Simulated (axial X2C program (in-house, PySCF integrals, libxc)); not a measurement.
Ω levels of ONdO from open-shell CI on f(δφ)2 f(π)0

Calculated with an in-house all-electron X2C program for linear molecules (integrals from PySCF): two-component X2C with atomic mean-field Coulomb and Gaunt terms, basis O dyall-v2z, Nd dyall-v2z (cores contracted in-house). Orbitals come from Hartree–Fock averaged over the configuration Nd f(δφ)2 f(π)0; CI then distributes these electrons over the f(δφ), f(π) shells of Nd.

O–Nd–O held linear, both bonds 1.759 Å (near the minimum of the configuration average).

Active spinors (ω > 0):

```tsv
shell	ω	ε (eV)	character
f(δφ)	3/2	4.08	100% Nd f
f(δφ)	5/2	4.24	100% Nd f
f(δφ)	5/2	4.75	100% Nd f
f(δφ)	7/2	4.95	100% Nd f
f(π)	1/2	10.05	95% Nd f
f(π)	3/2	10.20	96% Nd f
```

Lowest levels of this model:

```
Ω  energy (cm⁻¹)     g∥                 configuration
4              0   6.06                   100% f(δφ)2
5           2306  10.02                   100% f(δφ)2
6           4505  14.00                   100% f(δφ)2
0           5267   0.00                   100% f(δφ)2
1           6363   3.69                   100% f(δφ)2
1          11179   2.23                    98% f(δφ)2
0          11311   0.00                    98% f(δφ)2
2          11585   5.95                    97% f(δφ)2
0          12534   0.00                    98% f(δφ)2
0          15179   0.00                   100% f(δφ)2
1          18527   2.01                    99% f(δφ)2
4          19712   8.05  95% f(δφ)2 + 5% f(δφ)1 f(π)1
6          26701  12.01                   100% f(δφ)2
0          27389   0.00                    99% f(δφ)2
1          27991   3.96                    99% f(δφ)2
5          28025  10.08                    99% f(δφ)2
```

g∥ is the magnitude of 2⟨Lz + ge Sz⟩ for the +Ω component.

(1) From Ω and g∥ of the lowest level, whose 2⟨Lz + ge Sz⟩ is positive, find ⟨Sz⟩ and ⟨Lz⟩ (ge = 2.0023).

Occupations of the active spinors in the lowest level by ω, shell by shell in order of energy: -7/2: 0.00; -5/2: 0.00 0.00; -3/2: 0.00 0.00; -1/2: 0.00; 1/2: 0.00; 3/2: 1.00 0.00; 5/2: 0.19 0.81; 7/2: 0.00. The leading determinant has weight 0.81 among 5.

This point took 2.4 s on 1 thread of Intel(R) Xeon(R) Platinum 8259CL CPU @ 2.50GHz (Skylake/Cascade Lake) (shared host).

There is no dynamic correlation: spin–orbit spacings and, for f shells, spacings inside one term are the most reliable numbers, splittings between terms come out too wide, and energies between configurations are not reliable, so the lowest level need not be the ground state of the molecule. At most 6 roots were kept for each Ω > 0 (twice that for Ω = 0) within 3.5 eV of the lowest, so higher up levels can be missing between those listed; levels with Ω > 0 are doubly degenerate and listed once, Ω = 0 levels singly. States that fill the shells left empty in the average are placed too high. The molecule was held linear; bending was not examined.

Results:

(1) Ω = ⟨Lz⟩ + ⟨Sz⟩ = 4 and ⟨Lz⟩ + ge⟨Sz⟩ = 3.030, so ⟨Sz⟩ = -0.97 and ⟨Lz⟩ = 4.97.
